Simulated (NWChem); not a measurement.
System: HSeSF; SMILES [Se](S)F

Here is an NWChem input.

```
start job
memory heap 200 mb stack 900 mb global 1100 mb
geometry units angstroms noautosym nocenter noautoz
  Se    -0.407888     0.457480    -0.005635
  F      1.111665     1.374429    -0.023174
  S      0.285621    -1.578859    -0.058379
  H      0.454044    -1.788054     1.272495
end
basis spherical
  Se library pcsseg-2
  F library pcsseg-2
  S library pcsseg-2
  H library pcsseg-2
end
dft
  xc pbe0
  iterations 150
end
property
  shielding
end
task dft property
```

Parts of the log:

```
             Northwest Computational Chemistry Package (NWChem) 7.3.0
             --------------------------------------------------------

                             Geometry "geometry" -> ""
                             -------------------------

 Output coordinates in angstroms (scale by  1.889725989 to convert to a.u.)

  No.       Tag          Charge          X              Y              Z
 ---- ---------------- ---------- -------------- -------------- --------------
    1 Se                  34.0000    -0.40788800     0.45748000    -0.00563500
    2 F                    9.0000     1.11166500     1.37442900    -0.02317400
    3 S                   16.0000     0.28562100    -1.57885900    -0.05837900
    4 H                    1.0000     0.45404400    -1.78805400     1.27249500

 Effective nuclear repulsion energy (a.u.)     264.0708933117

                              NWChem Property Module
                              ----------------------

  itol2e modified to match energy
  convergence criterion.

                                 NWChem DFT Module
                                 -----------------

 Summary of "ao basis" -> "ao basis" (spherical)
 ------------------------------------------------------------------------------
       Tag                 Description            Shells   Functions and Types
 ---------------- ------------------------------  ------  ---------------------
 Se                         pcsseg-2                21       63   6s10p4d1f
 F                          pcsseg-2                12       36   4s5p2d1f
 S                          pcsseg-2                15       43   5s7p2d1f
 H                          pcsseg-2                 6       14   3s2p1d

  itol2e modified to match energy
  convergence criterion.

            General Information
            -------------------
          SCF calculation type: DFT
          Wavefunction type:  closed shell.
          No. of atoms     :     4
          No. of electrons :    60
           Alpha electrons :    30
            Beta electrons :    30
          Charge           :     0
          Spin multiplicity:     1
          Use of symmetry is: off; symmetry adaption is: off
          Maximum number of iterations: 150
          AO basis - number of functions:   156
                     number of shells:    54
          Convergence on energy requested:  1.00D-07
          Convergence on density requested:  1.00D-05
          Convergence on gradient requested:  5.00D-04

              XC Information
              --------------
                         PBE0 Method XC Functional
                     Hartree-Fock (Exact) Exchange  0.250
          PerdewBurkeErnzerhof Exchange Functional  0.750
            Perdew 1991 LDA Correlation Functional  1.000 local
           PerdewBurkeErnz. Correlation Functional  1.000 non-local

             Grid Information
             ----------------
          Grid used for XC integration:  fine
          Radial quadrature: Mura-Knowles
          Angular quadrature: Lebedev.
          Tag              B.-S. Rad. Rad. Pts. Rad. Cut. Ang. Pts.
          ---              ---------- --------- --------- ---------
          Se                  1.15      140          11.0       974
          F                   0.50       70          11.0       590
          S                   1.00      123          10.0       770
          H                   0.35       60          10.0       590
          Grid pruning is: on
          Number of quadrature shells:   393
          Spatial weights used:  Erf1

      Superposition of Atomic Density Guess
      -------------------------------------

 Sum of atomic energies:       -2897.23231947

      Non-variational initial energy
      ------------------------------

 Total energy =   -2897.588886
 1-e energy   =   -4560.084542
 2-e energy   =    1398.424763
 HOMO         =      -0.238643
 LUMO         =      -0.056921

   convergence    iter        energy       DeltaE   RMS-Dens  Diis-err
 ---------------- ----- ----------------- --------- --------- ---------
 d= 0,ls=0.0,diis     1  -2899.6962492198 -3.16D+03  5.86D-03  2.83D+00
 d= 0,ls=0.0,diis     2  -2899.6035941730  9.27D-02  4.87D-03  1.91D+00
 d= 0,ls=0.0,diis     3  -2899.6960857418 -9.25D-02  1.83D-03  1.03D+00
 d= 0,ls=0.0,diis     4  -2899.7739809698 -7.79D-02  5.79D-04  1.21D-02
 d= 0,ls=0.0,diis     5  -2899.7751203258 -1.14D-03  2.33D-04  2.42D-03
  Resetting Diis
 d= 0,ls=0.0,diis     6  -2899.7753503939 -2.30D-04  6.57D-05  3.37D-04
 d= 0,ls=0.0,diis     7  -2899.7753785121 -2.81D-05  2.51D-05  1.54D-05
 d= 0,ls=0.0,diis     8  -2899.7753768592  1.65D-06  1.42D-05  3.79D-05
 d= 0,ls=0.0,diis     9  -2899.7753800609 -3.20D-06  2.77D-06  8.07D-07
 d= 0,ls=0.0,diis    10  -2899.7753801320 -7.10D-08  9.28D-07  3.18D-08

         Total DFT energy =    -2899.775380131957
      One electron energy =    -4560.025525113961
           Coulomb energy =     1519.369307569622
    Exchange-Corr. energy =     -123.190055899340
 Nuclear repulsion energy =      264.070893311722

 Numeric. integr. density =       60.000000396922

                       DFT Final Molecular Orbital Analysis
                       ------------------------------------

 Vector   28  Occ=2.000000D+00  E=-3.651903D-01
              MO Center=  1.2D-01, -2.9D-01, -7.1D-02, r^2= 3.4D+00
   Bfn.  Coefficient  Atom+Function         Bfn.  Coefficient  Atom+Function
  ----- ------------  ---------------      ----- ------------  ---------------
   121      0.323577  3 S  py                32     -0.234721  1 Se py
    31      0.224986  1 Se px                 6     -0.204681  1 Se s
   118      0.203235  3 S  py               104     -0.170293  3 S  s
    77     -0.149717  2 F  px                 5     -0.145523  1 Se s
    78      0.143359  2 F  py                74     -0.123524  2 F  px

[...]

          -----------------------------------------
          Chemical Shielding Tensors (GIAO, in ppm)
          -----------------------------------------

                                NWChem CPHF Module
                                ------------------

  scftype          =     RHF
  nclosed          =       30
  nopen            =        0
  variables        =     3780
  # of vectors     =        3
  tolerance        = 0.10D-03
  level shift      = 0.00D+00
  max iterations   =       50
  max subspace     =       30

 SCF residual:    1.2299968620920498E-004

Iterative solution of linear equations
  No. of variables     3780
  No. of equations        3
  Maximum subspace       30
        Iterations       50
       Convergence  1.0D-04

   iter   nsub   residual    time
   ----  ------  --------  ---------
     1      3    9.09D-01      91.2
     2      6    6.12D-02     107.8
     3      9    8.67D-03     124.3
     4     12    3.82D-04     140.9
     5     15    2.63D-05     157.4

      Atom:    1  Se
        Diamagnetic
   2999.7405      2.2388     -0.3466
      2.2388   3002.8019      0.2617
     -0.3466      0.2617   2988.3835

        Paramagnetic
  -2259.1246   1671.9833    -65.3602
   1671.9833  -4211.4872     68.4646
    -65.3602     68.4646  -3185.2887

        Total Shielding Tensor
    740.6159   1674.2221    -65.7067
   1674.2221  -1208.6853     68.7263
    -65.7067     68.7263   -196.9052

           isotropic =    -221.6582
          anisotropy =   -2930.9129

          Principal Components and Axis System
                 1           2           3
            -2175.6001   1703.4936   -192.8681

      1        -0.4981      0.8670     -0.0129
      2         0.8658      0.4982      0.0464
      3        -0.0466     -0.0120      0.9988

      Atom:    2  F
        Diamagnetic
    483.5913     18.3083     -0.1997
     18.3083    466.4434     -0.2770
     -0.1997     -0.2770    453.4653

        Paramagnetic
     -9.6812   -222.4932     -2.0913
   -222.4932    357.3401     -0.1748
     -2.0913     -0.1748   -228.2521

        Total Shielding Tensor
    473.9102   -204.1849     -2.2909
   -204.1849    823.7835     -0.4518
     -2.2909     -0.4518    225.2132

           isotropic =     507.6356
          anisotropy =     615.1314

          Principal Components and Axis System
                 1           2           3
              917.7232    380.0041    225.1795

      1        -0.4180      0.9084      0.0137
      2         0.9085      0.4179      0.0054
      3         0.0008     -0.0147      0.9999

      Atom:    3  S
        Diamagnetic
   1048.4068     -4.3155      0.4610
     -4.3155   1062.8797     -0.5284
      0.4610     -0.5284   1050.8568

        Paramagnetic
   -554.8706    -23.5465     -6.9754
    -23.5465   -471.0310    -33.9567
     -6.9754    -33.9567   -977.4998

        Total Shielding Tensor
    493.5362    -27.8620     -6.5144
    -27.8620    591.8487    -34.4850
     -6.5144    -34.4850     73.3570

           isotropic =     386.2473
          anisotropy =     322.2867

          Principal Components and Axis System
                 1           2           3
              601.1051    486.7285     70.9083

      1        -0.2469      0.9688      0.0198
      2         0.9672      0.2451      0.0671
      3        -0.0602     -0.0357      0.9976

      Atom:    4  H
        Diamagnetic
     18.5466     -2.9586      3.7119
     -2.9586     26.1495     -6.4255
      3.7119     -6.4255     38.6778

        Paramagnetic
      0.7505      0.7224     -1.4449
      0.7224      0.1462      1.5130
     -1.4449      1.5130     -8.5883

        Total Shielding Tensor
     19.2971     -2.2363      2.2669
     -2.2363     26.2957     -4.9124
      2.2669     -4.9124     30.0895

           isotropic =      25.2275
          anisotropy =      13.3425

          Principal Components and Axis System
                 1           2           3
               34.1225     22.9948     18.5651

      1         0.2072     -0.1203      0.9709
      2        -0.5619      0.7978      0.2187
      3         0.8009      0.5908     -0.0977
```

Level: PBE0/pcSseg-2, GIAO. Structure relaxed at the PBE0/def2-SVP level. The printed shielding anisotropy is the first printed principal value minus the mean of the other two.
